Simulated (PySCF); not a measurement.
## C9H12O: calculation and literature

Molfile (atoms numbered from 1):
```
C9H12O
     RDKit          3D

 22 22  0  0  0  0  0  0  0  0999 V2000
    3.7581   -0.3404   -0.9405 C   0  0  0  0  0  0  0  0  0  0  0  0
    2.7065    0.0455    0.0907 C   0  0  0  0  0  0  0  0  0  0  0  0
    1.2971   -0.1230   -0.4671 C   0  0  0  0  0  0  0  0  0  0  0  0
    0.3808    0.2505    0.5407 O   0  0  0  0  0  0  0  0  0  0  0  0
   -0.9525    0.1842    0.2751 C   0  0  0  0  0  0  0  0  0  0  0  0
   -1.8000    0.5687    1.3163 C   0  0  0  0  0  0  0  0  0  0  0  0
   -3.1684    0.5385    1.1500 C   0  0  0  0  0  0  0  0  0  0  0  0
   -3.7188    0.1260   -0.0541 C   0  0  0  0  0  0  0  0  0  0  0  0
   -2.8830   -0.2555   -1.0860 C   0  0  0  0  0  0  0  0  0  0  0  0
   -1.5061   -0.2296   -0.9316 C   0  0  0  0  0  0  0  0  0  0  0  0
    3.6366   -1.3786   -1.2417 H   0  0  0  0  0  0  0  0  0  0  0  0
    4.7559   -0.2179   -0.5283 H   0  0  0  0  0  0  0  0  0  0  0  0
    3.6732    0.2849   -1.8265 H   0  0  0  0  0  0  0  0  0  0  0  0
    2.8058   -0.5769    0.9812 H   0  0  0  0  0  0  0  0  0  0  0  0
    2.8396    1.0849    0.3937 H   0  0  0  0  0  0  0  0  0  0  0  0
    1.1674    0.5130   -1.3549 H   0  0  0  0  0  0  0  0  0  0  0  0
    1.1348   -1.1702   -0.7608 H   0  0  0  0  0  0  0  0  0  0  0  0
   -1.3563    0.8868    2.2467 H   0  0  0  0  0  0  0  0  0  0  0  0
   -3.8122    0.8379    1.9640 H   0  0  0  0  0  0  0  0  0  0  0  0
   -4.7901    0.1026   -0.1845 H   0  0  0  0  0  0  0  0  0  0  0  0
   -3.2995   -0.5793   -2.0290 H   0  0  0  0  0  0  0  0  0  0  0  0
   -0.8792   -0.5327   -1.7556 H   0  0  0  0  0  0  0  0  0  0  0  0
  1  2  1  0
  2  3  1  0
  3  4  1  0
  4  5  1  0
  5  6  2  0
  6  7  1  0
  7  8  2  0
  8  9  1  0
  9 10  2  0
 10  5  1  0
  1 11  1  0
  1 12  1  0
  1 13  1  0
  2 14  1  0
  2 15  1  0
  3 16  1  0
  3 17  1  0
  6 18  1  0
  7 19  1  0
  8 20  1  0
  9 21  1  0
 10 22  1  0
M  END
```

Calculated, not measured (PySCF): GIAO PBE0/pcSseg-1 shieldings, GFN2-xTB structure. Isolated molecule, non-relativistic Hamiltonian, rapidly exchanging positions averaged, single conformer.

Reference values: measured (solution, not stated per compound (mostly CDCl3 or CCl4); Pretsch, Buehlmann, Badertscher, Structure Determination of Organic Compounds, 4th ed. (2009)).
| atoms | quantity | reference | computed | computed, scaled |
| --- | --- | --- | --- | --- |
| C3 | δ ¹³C | 69.4 | 72.3 | 68.3 |
| C2 | δ ¹³C | 22.8 | 27.4 | 24.6 |
| C1 | δ ¹³C | 10.6 | 11.4 | 9.0 |
| H16/H17 | δ ¹H | 3.86 | 3.79 | 3.66 |
| H14/H15 | δ ¹H | 1.70 | 1.98 | 1.96 |
| H11/H12/H13 | δ ¹H | 1.05 | 1.06 | 1.09 |

Computed shifts are σ(ref) − σ with the named reference compound (TMS for H and C) calculated as an isolated molecule at the same level. The measured values may be among those fitted. Empirical linear scaling, fitted to shifts measured mostly in CDCl3 for H and C (δ vs TMS): ¹³C (scatter 2.1 ppm rms, 2.3 ppm with the 13 outliers that the fit left out); ¹H (scatter 0.17 ppm rms, 0.18 ppm with the 4 outliers that the fit left out). Occasional misses reach two or three times the rms, and more in compound classes unlike the fitted ones.

Task: How far are the unscaled ¹³C shifts from the references?

Result: Mean signed difference +2.77 ppm, mean absolute 2.77 ppm over 3 comparisons; the largest is +4.6 ppm at C2 (sp3 CH2).

Task: How far are the unscaled ¹H shifts from the references?

Result: Mean signed difference +0.07 ppm, mean absolute 0.12 ppm over 3 comparisons; the largest is +0.28 ppm at H14/H15 (hydrogen on an sp3 CH2).

The carbons averaged at δ 118.3 differ by 11 ppm in this conformer.
